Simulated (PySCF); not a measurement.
# One molecule, several mistakes: Al2FH4N

These are calculations, not measurements. They come from PySCF 2.14.0, an open-source quantum chemistry program, on an isolated molecule that a program drew, which may never have been made. The molecule is Al2FH4N (charge 0, singlet), drawn as the SMILES string `[F][AlH][NH][AlH2]`.

Each row is a Hartree-Fock (HF) and frozen-core CCSD(T) single point in the cc-pV(D+d)Z basis, meant for a local HF minimum. Run 1 is clean. Each other run has one planted mistake out of seven kinds, and not every kind appears here: one electron removed, one electron added, multiplicity raised by two, geometry at a saddle point, minimal basis STO-3G, one bond length entered in bohr, all coordinates scaled. The reference is restricted for singlets and unrestricted otherwise, and also for a bond in bohr. Adding or removing an electron swaps singlet and doublet. Electrons count all cores. HOMO and LUMO are orbital energies over both spins, the gradient is its largest component, and the lowest frequency (negative if imaginary) is given only where the gradient is small. Bond lengths are over the 7 bonds as drawn. T1 is the CCSD diagnostic: over 0.02 (restricted) or 0.045 (unrestricted) a single reference is doubtful.

Geometry of the clean run:
```xyz
8
Al2FH4N, angstrom
F     0.4565    1.5963   -4.1538
Al    1.4537    2.0403   -2.9113
N     1.4249    1.0576   -1.4379
Al    0.4988   -0.4002   -0.9614
H     2.3648    3.2987   -3.1029
H     2.0583    1.3868   -0.7231
H     0.7558   -1.0036    0.4756
H    -0.5290   -1.0270   -1.9751
```

| run | electrons | basis functions | <S^2> | HOMO (eV) | LUMO (eV) | gradient (hartree/bohr) | lowest frequency (cm^-1) | mean bond (Å) | longest bond (Å) | T1 | HF (hartree) | CCSD(T) (hartree) | mistake |
|---|---|---|---|---|---|---|---|---|---|---|---|---|---|
| 1 | 46 | 94 | 0.000 | -11.39 | 1.70 | 2.3e-05 | 107 | 1.5637 | 1.792 | 0.0140 | -640.20408 | -640.73514 | no fault |
| 2 | 46 | 94 | 2.005 | -5.14 | -3.13 | 6.6e-02 | - | 1.5637 | 1.792 | 0.0536 | -639.98555 | -640.51639 | multiplicity raised by two |
| 3 | 46 | 94 | 0.752 | -11.04 | 1.49 | 1.7e-02 | - | 1.6921 | 1.909 | 0.0578 | -640.06788 | -640.59471 | one bond length entered in bohr |
| 4 | 45 | 94 | 0.837 | -16.19 | -9.39 | 6.6e-02 | - | 1.5637 | 1.792 | 0.0313 | -639.81981 | -640.33315 | one electron removed |
| 5 | 46 | 32 | 0.000 | -7.32 | 9.31 | 4.1e-02 | - | 1.5637 | 1.792 | 0.0183 | -632.23043 | -632.39532 | ? |
| 6 | 47 | 94 | 0.765 | 0.93 | 6.04 | 4.1e-02 | - | 1.5637 | 1.792 | 0.0269 | -640.15492 | -640.70380 | ? |

**Which mistake was planted in run 5, and what did it cost?**

It has 32 basis functions where the clean run has 94, with the same electrons and geometry. So the mistake is: minimal basis STO-3G. Subtracting run 1 and multiplying by 627.51 kcal/mol a hartree, the energy moved by 5003.5 kcal/mol in HF and 5233.3 kcal/mol in CCSD(T).

**Which mistake was planted in run 6, and what did it cost?**

It counts 47 electrons, one more than the clean run, at the same geometry and basis. So the mistake is: one electron added. Subtracting run 1 and multiplying by 627.51 kcal/mol a hartree, the energy moved by 30.8 kcal/mol in HF and 19.7 kcal/mol in CCSD(T).

Cautions from the logs. Run 2: T1 is over the limit, so its CCSD(T) energy is less reliable; run 3: T1 is over the limit, so its CCSD(T) energy is less reliable; run 6: the HOMO is above zero, so the electron isn't bound and the energy depends on the basis.
